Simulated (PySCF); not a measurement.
Ionisation energy of Zr²⁵⁺ by level of theory

Zr²⁵⁺ [Ne] 3s2 3p3 (4S) → Zr²⁶⁺ [Ne] 3s2 3p2 (3P), as a difference of total energies. All numbers are calculated (PySCF 2.14, no relativity, point nucleus, in an even-tempered Gaussian basis (16 s from 3.1 bohr⁻², ratio 2.5; 11 p from 4.1 bohr⁻², ratio 2.5; 5 d from 18 bohr⁻², ratio 2.7; 4 f from 27 bohr⁻², ratio 2.7)). Correlated levels: outer shells: 1s2 frozen; virtual orbitals above 40 to 60 times the deepest correlated orbital energy dropped. The calculations carry no spin-orbit coupling.

| method | ionisation energy (eV) |
| --- | --- |
| UHF | 1267.5 |
| LDA | 1268.2 |
| PBE | 1268.4 |
| PBE0 | 1268.5 |
| r2SCAN | 1269.1 |
| B97-3 | 1268.3 |
| PBEsol | 1268.1 |
| MP2 (outer shells) | 1267.9 |
| SCS-MP2 (outer shells) | 1267.6 |

Spin-orbit coupling is strong in these open shells (close to jj coupling). The scalar numbers leave it out and a first-order estimate fails, so it can dominate the gap to the real levels.

All relativistic terms are absent from these numbers, so their closeness to the reference says little about the methods.

For comparison: 1277 ± 5 eV (semi-empirical (NIST evaluation); NIST Atomic Spectra Database, ionization energies).
